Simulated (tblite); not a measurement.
C3H3, doublet, at a GFN2-xTB geometry; GFN1-xTB (tblite 0.6.0).

Here is a job for tblite.
```
$ tblite run mol.xyz --method gfn1 --charge 0 --spin 1 --spin-polarized --json tblite.json --no-restart

# file mol.xyz
6

C      0.01666932    -0.11091760     0.82667082
C      0.00408853    -0.69905031    -0.53382474
C     -0.02162935     0.58225352    -0.59208061
H      0.93754951    -0.07354811     1.39599007
H     -0.88439594    -0.10866141     1.42801722
H     -0.04792456     1.54849588    -1.02860011
```

The log (banner, timings and long lists left out):

```
xTB calculator
 | screened Coulomb repulsion
 | Coulomb electrostatics
 |  * isotropic Klopman-Ohno-Mataga-Nishimoto electrostatics
 |  * onsite third-order electrostatics
 | DFT-D3(BJ) dispersion correction
 | Interactions (1)
 | [1] spin polarization

halogen bonding energy    0.0000000000000E+00 Eh
repulsion energy          1.4578844448949E-01 Eh
dispersion energy        -1.1335344266604E-03 Eh
interaction energy        0.0000000000000E+00 Eh
number of electrons       1.5000000000000E+01 e
integral cutoff           1.9731147476801E+01 bohr

------------------------------------------------------------
  cycle        total energy    energy error   density error
------------------------------------------------------------
      1     -7.751671394296  -7.8963263E+00   4.5525194E-01
      2     -7.757915417975  -6.2440237E-03   2.8909524E-01
      3     -7.750083634623   7.8317834E-03   8.4904704E-02
      4     -7.760700511623  -1.0616877E-02   1.9499139E-02
      5     -7.760782331996  -8.1820373E-05   1.2075803E-02
      6     -7.760829256797  -4.6924801E-05   1.7065930E-03
      7     -7.760830229496  -9.7269925E-07   6.1449356E-04
      8     -7.760830435837  -2.0634040E-07   2.7464384E-04
      9     -7.760830470823  -3.4986044E-08   3.4221735E-05
     10     -7.760830471087  -2.6425173E-10   2.2007438E-05
     11     -7.760830471389  -3.0157121E-10   8.2642084E-06
------------------------------------------------------------

electronic energy        -7.9054853814515E+00 Eh
total energy             -7.7608304713887E+00 Eh

Post processing:
 | Mayer-Wiberg bond orders

[Info] JSON dump of results written to 'tblite.json'
```
